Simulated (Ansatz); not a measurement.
Mulliken charges of C3FN3Sn, SMILES `N#[C][Sn]([F])([C]#N)[C]#N` from r2SCAN/def2-TZVPP in Ansatz (PBE0-D4/def2-TZVP geometry).

```
atom   x (Å)   y (Å)   z (Å)  charge (e)
  N1   2.471   0.198   1.918      -0.023
  C2   1.659   0.135   1.106      -0.305
 Sn3   0.174   0.020  -0.334       1.407
  F4   1.008   0.159  -2.020      -0.421
  C5  -1.163   1.594  -0.170      -0.305
  N6  -1.910   2.463  -0.063      -0.023
  C7  -0.800  -1.808  -0.272      -0.305
  N8  -1.346  -2.819  -0.220      -0.023
```

Problem. By hand: the dipole of these point charges (1 e Å = 4.8032 D).

Solution. Σ q r = (-0.069, -0.011, 0.140) e Å, of length 0.156 e Å = 0.75 D.

Problem. How does the dipole of the full density compare? (An estimate is asked.)

Solution. Computed: (0.044, 0.007, -0.089) e Å, 0.48 D; the point charges give 1.56 times that, at 180° from its direction, so they point the opposite way.

Point charges leave out the atoms' own dipoles, such as those of lone pairs, and Mulliken's split depends on the basis, so the two needn't agree.
